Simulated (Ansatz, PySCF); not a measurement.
Spin states of H4O2Zr (SMILES [OH][ZrH2][OH]), each relaxed with B3LYP-D3(BJ)/def2-TZVP.
State 1 (charge 0, multiplicity 1):
```
atom    x (Å)    y (Å)    z (Å)
----  -------  -------  -------
Zr    -0.4303  -0.1413  -0.1800
O      0.8560   0.6972  -1.3284
H      1.6393   1.1169  -1.6809
O      0.0695  -0.4217   1.6497
H      0.5406  -0.4465   2.4812
H     -0.8198  -1.8156  -0.9117
H     -1.9570   0.9353  -0.1790
```
State 2 (charge 0, multiplicity 3):
```xyz
7

Zr    -0.048    -0.023    -0.035
O      1.075     0.831    -1.368
H      1.789     1.268    -1.828
O      0.229    -0.415     1.845
H      0.589    -0.497     2.726
H     -1.708    -0.987    -0.845
H     -2.028    -0.252    -0.645
```

| level | energy of the multiplicity-3 state less that of the multiplicity-1 state (eV) | cost |
|---|---|---|
| SVWN5/def2-TZVPP | 1.572 | ×0.7 |
| PBE/def2-TZVPP | 1.517 | ×1 |
| PBE-D3(BJ)/def2-TZVPP | 1.521 | ×1 |
| PBE-D4/def2-TZVPP | 1.530 | ×1 |
| BLYP/def2-TZVPP | 1.664 | ×1 |
| BLYP-D3(BJ)/def2-TZVPP | 1.672 | ×1 |
| BLYP-D4/def2-TZVPP | 1.691 | ×1 |
| r2SCAN/def2-TZVPP | 1.454 | ×2 |
| r2SCAN-D3(BJ)/def2-TZVPP | 1.455 | ×2 |
| r2SCAN-D4/def2-TZVPP | 1.456 | ×2 |
| B97M-V/def2-TZVPP | 1.953 | ×3 |
| r2SCANh/def2-TZVPP | 1.442 | ×2 |
| B3LYP/def2-TZVPP | 1.668 | ×1 |
| B3LYP-D3(BJ)/def2-TZVPP | 1.675 | ×1 |
| B3LYP-D4/def2-TZVPP | 1.688 | ×1 |
| PBE0/def2-TZVPP | 1.514 | ×2 |
| PBE0-D3(BJ)/def2-TZVPP | 1.518 | ×2 |
| PBE0-D4/def2-TZVPP | 1.525 | ×2 |
| BHLYP/def2-TZVPP | 1.691 | ×2 |
| BHLYP-D3(BJ)/def2-TZVPP | 1.696 | ×2 |
| BHLYP-D4/def2-TZVPP | 1.705 | ×2 |
| CAM-B3LYP/def2-TZVPP | 1.721 | ×2 |
| CAM-B3LYP-D3(BJ)/def2-TZVPP | 1.724 | ×2 |
| CAM-B3LYP-D4/def2-TZVPP | 1.731 | ×2 |
| wB97X-V/def2-TZVPP | 1.910 | ×3 |
| wB97M-V/def2-TZVPP | 1.751 | ×4 |
| B2PLYP/def2-TZVPP | 1.690 | ×3 |
| B2PLYP-D3(BJ)/def2-TZVPP | 1.694 | ×3 |
| B2PLYP-D4/def2-TZVPP | 1.699 | ×3 |
| CCSD/def2-SVP | 1.786 | - |
| CCSD/def2-TZVPP | 1.705 | - |
| CCSD(T)/def2-SVP | 1.809 | ×7 |
| CCSD(T)/def2-TZVPP | 1.726 | ×60 |
| CCSD(T)/CBS(def2-SVP, def2-TZVPP) | 1.720 | ×70 |

The rows run from 1.442 (r2SCANh/def2-TZVPP) to 1.953 eV (B97M-V/def2-TZVPP). From def2-SVP to def2-TZVPP CCSD(T) changes by -0.084. The dispersion term adds 0.004 in PBE-D3(BJ), 0.013 in PBE-D4, 0.008 in BLYP-D3(BJ). The 13 functionals in def2-TZVPP without D3 or D4 span 0.510, from r2SCANh to B97M-V.

Singlets are restricted, other states unrestricted; no spin–orbit coupling, no relativity up to Kr; see below for the cores. The largest T1 diagnostic is 0.020.

Correlated levels freeze the inner cores; with def2 sets outer-core shells near the valence are correlated too. CBS: X⁻³ extrapolation of the correlation energy, Hartree–Fock from the larger set.

Run with Ansatz (Gaussian basis) for Hartree–Fock, density functionals and correlated methods; PySCF for the dispersion terms. Values without a source in brackets are computed. In def2 rows elements past Kr take small-core potentials, without spin–orbit coupling.

Costs are rough ratios of core time to PBE/def2-TZVPP (about 9 s over the structures, on one shared machine); a dash marks a level with no comparable run of its own.

Ansatz is a program for electronic structure.
